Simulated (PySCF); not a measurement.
PySCF input (M06-2X/6-31G* (5d)):

```python
from pyscf import gto, dft

mol = gto.M(
    atom='''
    Si   -0.01014766    0.01439914    0.63311610
    F     1.06775889   -0.71365869   -0.45945974
    F    -1.05197364    0.69126002   -0.52538753
    ''',
    basis='6-31g*',
    charge=-1,
    spin=1,
    verbose=4,
)

mf = dft.UKS(mol, xc='m062x')
mf.grids.level = 4
mf.conv_tol = 1e-9
mf.max_cycle = 100
mf.max_memory = 1500
mf.kernel()
if not mf.converged:
    mf = mf.newton()
    mf.kernel(mf.make_rdm1())
mo, _, stable, _ = mf.stability(return_status=True)
if not stable:
    mf.kernel(mf.make_rdm1(mo, mf.mo_occ))
    stable = mf.stability(return_status=True)[2]
mf.dip_moment()
```

Output:

```
PySCF version 2.14.0

[INPUT] verbose = 4
[INPUT] num. atoms = 3
[INPUT] num. electrons = 33
[INPUT] charge = -1
[INPUT] spin (= nelec alpha-beta = 2S) = 1
[INPUT] symmetry False subgroup None
[INPUT] Mole.unit = angstrom
[INPUT] Symbol           X                Y                Z      unit          X                Y                Z       unit  Magmom
[INPUT]  1 Si    -0.010147660000   0.014399140000   0.633116100000 AA   -0.019176298205   0.027210431029   1.196416034053 Bohr   0.0
[INPUT]  2 F      1.067758890000  -0.713658690000  -0.459459740000 AA    2.017771869170  -1.348619470516  -0.868253073864 Bohr   0.0
[INPUT]  3 F     -1.051973640000   0.691260020000  -0.525387530000 AA   -1.987942069862   1.306292118661  -0.992838540962 Bohr   0.0

nuclear repulsion = 95.3510218575661
number of shells = 20
number of NR pGTOs = 105
number of NR cGTOs = 46
basis = 6-31g*
ecp = {}

******** <class 'pyscf.dft.uks.UKS'> ********
method = UKS
initial guess = minao
damping factor = 0
level_shift factor = 0
DIIS = <class 'pyscf.scf.diis.CDIIS'>
diis_start_cycle = 1
diis_space = 8
diis_damp = 0
SCF conv_tol = 1e-09
SCF conv_tol_grad = None
SCF max_cycles = 100
direct_scf = True
direct_scf_tol = 1e-13
number electrons alpha = 17  beta = 16
XC library pyscf.dft.libxc version 7.1.2
    S. Lehtola, C. Steigemann, M. J. T. Oliveira, and M. A. L. Marques,  SoftwareX 7, 1–5 (2018)
XC functionals = m062x
    Y. Zhao and D. G. Truhlar,  Theor. Chem. Acc. 120, 215 (2008)
    Y. Zhao and D. G. Truhlar,  Theor. Chem. Acc. 120, 215 (2008)
radial grids:
    Treutler-Ahlrichs [JCP 102, 346 (1995); DOI:10.1063/1.469408] (M4) radial grids

becke partition: Becke, JCP 88, 2547 (1988); DOI:10.1063/1.454033
pruning grids: <function nwchem_prune>
grids dens level: 4
symmetrized grids: False
atomic radii adjust function: <function treutler_atomic_radii_adjust>
small_rho_cutoff = 0
Set gradient conv threshold to 3.16228e-05
tot grids = 86592
init E= -488.999549028836
  alpha nocc = 17  HOMO = -0.0797392208834666  LUMO = 0.00776801354809109
  beta  nocc = 16  HOMO = -0.310178623357056  LUMO = -0.0797392208834644

WARN: HOMO -0.0797392208834666 >= LUMO -0.0797392208834644

cycle= 1 E= -489.036376752751  delta_E= -0.0368  |g|= 0.53  |ddm|=  1.2
  alpha nocc = 17  HOMO = 0.086758384727144  LUMO = 0.277376970651049
  beta  nocc = 16  HOMO = -0.0382490495231411  LUMO = 0.219200649324031
  HOMO = 0.0867583847271  LUMO = 0.219200649324  gap/eV = 3.60394
cycle= 2 E= -489.014763970953  delta_E= 0.0216  |g|= 0.623  |ddm|= 0.717
  alpha nocc = 17  HOMO = 0.070138247269075  LUMO = 0.272469070314091
  beta  nocc = 16  HOMO = -0.064852176534377  LUMO = 0.215856862105514
  HOMO = 0.0701382472691  LUMO = 0.215856862106  gap/eV = 3.96521
cycle= 3 E= -489.134853470803  delta_E= -0.12  |g|= 0.0183  |ddm|= 0.344
  alpha nocc = 17  HOMO = 0.0595424586387976  LUMO = 0.26779057332967
  beta  nocc = 16  HOMO = -0.0742836829058224  LUMO = 0.21061830644146
  HOMO = 0.0595424586388  LUMO = 0.210618306441  gap/eV = 4.11098
cycle= 4 E= -489.135124351948  delta_E= -0.000271  |g|= 0.00577  |ddm|= 0.038
  alpha nocc = 17  HOMO = 0.0613326837848254  LUMO = 0.269303759749701
  beta  nocc = 16  HOMO = -0.0713891577399606  LUMO = 0.212374996161279
  HOMO = 0.0613326837848  LUMO = 0.212374996161  gap/eV = 4.11007
cycle= 5 E= -489.135156187324  delta_E= -3.18e-05  |g|= 0.00125  |ddm|= 0.0137
  alpha nocc = 17  HOMO = 0.0610344094811954  LUMO = 0.269140147051879
  beta  nocc = 16  HOMO = -0.071472985629073  LUMO = 0.212253562176965
  HOMO = 0.0610344094812  LUMO = 0.212253562177  gap/eV = 4.11488
cycle= 6 E= -489.135158835563  delta_E= -2.65e-06  |g|= 0.000382  |ddm|= 0.0032
  alpha nocc = 17  HOMO = 0.0609851124987184  LUMO = 0.269153215092949
  beta  nocc = 16  HOMO = -0.071454573741061  LUMO = 0.212298323129539
  HOMO = 0.0609851124987  LUMO = 0.21229832313  gap/eV = 4.11744
cycle= 7 E= -489.135159157267  delta_E= -3.22e-07  |g|= 7.93e-05  |ddm|= 0.00137
  alpha nocc = 17  HOMO = 0.0609911473984197  LUMO = 0.269176969821413
  beta  nocc = 16  HOMO = -0.0714273820061297  LUMO = 0.212322990146117
  HOMO = 0.0609911473984  LUMO = 0.212322990146  gap/eV = 4.11795
cycle= 8 E= -489.135159170703  delta_E= -1.34e-08  |g|= 2.93e-05  |ddm|= 0.000291
  alpha nocc = 17  HOMO = 0.0609889473745215  LUMO = 0.269176348269546
  beta  nocc = 16  HOMO = -0.0714302095042445  LUMO = 0.212322606456806
  HOMO = 0.0609889473745  LUMO = 0.212322606457  gap/eV = 4.11800
cycle= 9 E= -489.135159171295  delta_E= -5.91e-10  |g|= 1.87e-05  |ddm|= 5.16e-05
  alpha nocc = 17  HOMO = 0.0609876996542629  LUMO = 0.269175413633404
  beta  nocc = 16  HOMO = -0.0714317056647329  LUMO = 0.212321339113066
  HOMO = 0.0609876996543  LUMO = 0.212321339113  gap/eV = 4.11800
Extra cycle  E= -489.135159171306  delta_E= -1.15e-11  |g|= 2.08e-05  |ddm|= 2.3e-05
converged SCF energy = -489.135159171306  <S^2> = 0.75363426  2S+1 = 2.003631
uhf_internal: lowest eigs of H = [0.17143454 0.23886211 0.35813916]
<class 'pyscf.dft.uks.UKS'> wavefunction is stable in the internal stability analysis

WARN: System has nonzero charge -1; the dipole moment is origin-dependent.
Location of origin: [0. 0. 0.]

Dipole moment(X, Y, Z, Debye):  0.01777, -0.02528, -1.10488
```

The dipole moment of an ion depends on the origin.
